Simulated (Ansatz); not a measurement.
Pulling the pair apart

The pair of HBr (SMILES Br, atoms 1–2) and CH₃Cl (SMILES CCl, atoms 3–7), both closed shells, in one local arrangement (a lower one may exist), relaxed at PBE0-D4/def2-TZVP:

```
atom    x (Å)    y (Å)    z (Å)
 Br1  -0.6921  -0.1647  -2.8681
  H2   0.3311   0.1449  -1.9114
  C3  -0.0517  -0.0386   1.0318
 Cl4   1.4045   0.4614   0.1414
  H5   0.1823  -0.9447   1.5845
  H6  -0.8465  -0.2234   0.3125
  H7  -0.3276   0.7650   1.7095
```

CH₃Cl is shifted rigidly along the line between the mean atom positions of the two fragments (negative: closer). Counterpoise interaction energies in kcal/mol. Computed with Ansatz 0.2.0 (basis: def2-TZVPPD); correlated methods freeze the cores. Filled d shells of the heavier atoms are correlated. The def2 sets are not built for correlating such inner shells, so the correlated values are less sure here.

```
shift (Å)  wB97M-V  PBE-D4    MP2
    -0.37    -0.66   -2.74  -1.04
    -0.19    -2.38   -3.87  -2.61
     0.00    -2.98   -4.04  -3.13
     0.19    -3.00   -3.78  -3.11
     0.45    -2.62   -3.16  -2.72
     0.93    -1.74   -2.03  -1.82
     1.86    -0.74   -0.80  -0.77
     3.72    -0.19   -0.17  -0.20
```

(1) What does CCSD(T) give at these shifts? (To be estimated.)

The T1 diagnostic stays at or below 0.008.

## Answers

(1) The calculation gives: 0.33, -1.63, -2.42, -2.60, -2.38, -1.66, -0.71, -0.19 kcal/mol. For zero shift, CCSD(T) at an estimated basis limit (MP2 extrapolated from triple and quadruple zeta, plus CCSD(T) − MP2 in triple zeta) gives -3.25 kcal/mol. These are counterpoise interaction energies, counted from the two frozen fragments.

For scale, one of the runs: CCSD(T)/def2-TZVPPD, 213 basis functions, launched by `ansatz run in.yaml --threads 4 --pin off --events-out ev --progress --plain --max-ram 9574MiB`. Time: 32 s of wall clock on 4 CPU threads of an Intel Xeon 6975P-C; the host was shared. Peak host memory: 3.2 GiB.
